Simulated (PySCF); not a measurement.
Input for PySCF: R-B3LYP/3-21G on BFH2O (SMILES OBF), a point of a torsion scan.

```python
from pyscf import gto, scf, dft, mp
from pyscf.data.elements import chemcore

mol = gto.M(
    atom='''
    O     0.91467416   -0.00266390   -0.29555686
    B    -0.36256817    0.20870421   -0.01126033
    F    -1.14731487   -0.81192818    0.33848566
    H     1.53710084   -0.38808942    0.31476404
    H    -0.90136640    1.20658881   -0.31133929
    ''',
    basis='3-21g',
    charge=0, spin=0, verbose=3, max_memory=1800)
mf = dft.RKS(mol, xc='b3lyp')
mf.conv_tol = 1e-8
mf.max_cycle = 100
mf.kernel()
if not mf.converged:
    mf = mf.newton().run(mf.mo_coeff, mf.mo_occ)
```

It printed:

```
converged SCF energy = -200.112325766422
```

The calculation finished and met its thresholds.

Cost: roughly 4 core-seconds.
